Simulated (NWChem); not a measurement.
# GeH2OCl2; SMILES [OH][GeH]([Cl])[Cl]

```xyz
6

Ge    -0.3494     0.3315     0.0000
O     -1.8640    -0.5962     0.0000
Cl     0.8390    -0.1793     1.7400
Cl     0.8390    -0.1793    -1.7400
H     -0.7368     1.8179     0.0000
H     -1.6976    -1.5587     0.0000
```
Atoms are numbered in this order, from 1.

All runs: NWChem. Structure relaxed at the PBE-D3(BJ)/def2-SVP level.

Task: Order these by “orbital gap (eV)”, lowest first: PBE/pcseg-1; PBE/STO-3G; PBE/def2-SVP.

Result: PBE/STO-3G (4.72), PBE/pcseg-1 (5.50), PBE/def2-SVP (5.60)
